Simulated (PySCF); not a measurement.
SMILES [OH][Be][Br] (HBeBrO), singlet, PBE0/def2-SVP optimised geometry.

```
4

Be     0.18     0.00     0.00
Br     2.15     0.00     0.00
O     -1.20     0.00     0.00
H     -2.15     0.00     0.01
```

Density from PBE0/def2-TZVP run with PySCF at that geometry.

Minimum of the electron density along straight lines between bonded atoms, close to the bond critical point (lines longer than 1.1 times the sum of covalent radii, or with two minima, are not listed):

```json
[
 {"bond": "Be1–Br2", "length / Å": "1.962", "ρ at the minimum / e bohr⁻³": "0.077", "∇²ρ there / e bohr⁻⁵": "0.27", "position (fraction from the first atom)": "0.30"},
 {"bond": "Be1–O3", "length / Å": "1.384", "ρ at the minimum / e bohr⁻³": "0.137", "∇²ρ there / e bohr⁻⁵": "1.33", "position (fraction from the first atom)": "0.36"},
 {"bond": "O3–H4", "length / Å": "0.947", "ρ at the minimum / e bohr⁻³": "0.362", "∇²ρ there / e bohr⁻⁵": "-2.60", "position (fraction from the first atom)": "0.82"}
]
```
